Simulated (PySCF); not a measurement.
A structure optimised at PBE-D3(BJ)/def2-SVP, used in a PySCF frequency run:

```xyz
9

Si     1.0604    -0.8832     0.0000
Cl    -0.5058    -2.3008     0.0000
Al    -0.0765     1.2765     0.0000
O      0.8868     2.6940     0.0000
O     -1.7893     1.4244     0.0000
H      1.9168    -1.1496    -1.2105
H      1.9168    -1.1496     1.2105
H      0.5072     3.5874     0.0000
H     -2.3726     0.6483     0.0000
```
Charge 0, spin multiplicity 1.

Problem. Write its SMILES, formula and point group.

Solution. [OH][Al]([OH])[SiH2]Cl, AlClH4O2Si, Cs

Problem. What are its rotational constants (standard atomic weights)?

Solution. 4.1853, 1.2002, 0.94299 GHz
